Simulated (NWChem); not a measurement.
# CH3ITe; SMILES C[Te]I

Computed with NWChem. All runs use the structure optimised with PBE0/def2-SVP. Not confirmed as a minimum by frequencies. def2 effective core potentials on Te, I; no spin-orbit coupling. Ions are spin-unrestricted doublets at the neutral geometry; other ion states weren't tried.

For level PBE/def2-SVP:

```
Item                                   Value
-------------------------------------  -----
vertical ionisation energy, ΔSCF (eV)   7.84
−ε(HOMO) (eV)                           4.94
```

### Question
How do the values read with level CAM-B3LYP/def2-SVP instead?

### Answer
The vertical ionisation energy, ΔSCF (eV) is 8.17 and the −ε(HOMO) (eV) is 7.21.
